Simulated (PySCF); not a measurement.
O2S2.

```xyz
4

S      0.0000     0.0000    -0.3915
S      0.0000     0.0000     1.5176
O      0.0000     1.2611    -1.1261
O      0.0000    -1.2611    -1.1261
```

Geometry optimised at B3LYP-D3(BJ)/def2-SVP.

Level of theory: PBE/pcSseg-2 in PySCF. Non-relativistic, no solvent.

### Question
Give the absolute GIAO shielding of each atom: isotropic value and principal components (ppm). (The exact figures need the calculation; the answer reports its results.)

### Answer

```
atom  σ(iso)     σ11     σ22    σ33   span
----  ------  ------  ------  -----  -----
S1     -20.4   -83.1   -53.3   75.0  158.1
S2      25.3  -261.2    66.7  270.4  531.7
O3    -188.3  -392.0  -191.2   18.4  410.4
O4    -188.3  -392.0  -191.2   18.4  410.4
```
